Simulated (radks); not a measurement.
Nb I, configuration [Kr] 4d4 5s1. All-electron calculation, scalar-relativistic Kohn-Sham, r2SCAN, spin-polarised, spherical densities, finite nucleus; open shells are filled with parallel spins first (spin-orbit coupling, left out, can overturn this in heavy ions); meta-GGA in the generalised Kohn-Sham scheme; Fermi nuclear charge, rms radius 4.324 fm. Program: a radial shooting solver on a logarithmic mesh with Libxc functionals.

Normalised radial functions P(r) = r R(r), r in bohr:

```
   r/bohr * 4s down, o 4d up (the largest magnitude, 1.07, reaches the edge; | marks zero, & curves that meet)
 0.001628                             o*
 0.002189                             o *
 0.002919                             o *
 0.003925                             o  *
 0.005235                             o  *
 0.006982                             o   *
 0.009387                             o    *
  0.01252                             o    *
   0.0167                             o     *
  0.02245                             o    *
  0.02995                             o   *
  0.04026                             o *
   0.0537                           * |o
  0.07162                       *     |o
  0.09629                    *        |  o
   0.1284                     *       |   o
   0.1713                           * |     o
   0.2303                             |      *o
   0.3072                             |       o     *
    0.413                             |    o     *
   0.5508                           * o
   0.7346           *          o      |
   0.9877  *            o             |
    1.317      *     o                |
    1.771            o   *            |
    2.362               o        *    |
    3.151                   o        *|
    4.236                       o     *
     5.65                          o  *
    7.535                            o*
    10.13                             &
```

4s down: eigenvalue -58.154 eV, 3 radial nodes at r = 0.0458, 0.185, 0.530 bohr, <r> = 1.16 bohr, 90 % of the charge inside 1.69 bohr. 4d up: eigenvalue -3.851 eV, 1 radial node at r = 0.555 bohr, <r> = 2.17 bohr, 90 % of the charge inside 3.60 bohr.
